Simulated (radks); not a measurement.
Values are calculated unless marked as measured or tabulated.
Question: Level of theory: scalar-relativistic Kohn-Sham, PBE, spin-polarised, spherical densities, finite nucleus; open shells are filled with parallel spins first (spin-orbit coupling, left out, can overturn this in heavy ions); Fermi nuclear charge, rms radius of each element as measured or else 0.836 A^(1/3) + 0.57 fm (a radial shooting solver on a logarithmic mesh with Libxc functionals). Each species is in its NIST ground configuration. Rank Rh, Mo, Ag, Cd, Tc, Pd, Nb, Ru, Zr by Delta-SCF ionisation energy (eV), largest first.

Answer: Cd 9.045, Pd 8.949, Ag 7.946, Rh 7.852, Ru 7.778, Mo 7.457, Nb 7.163, Tc 6.866, Zr 6.438.
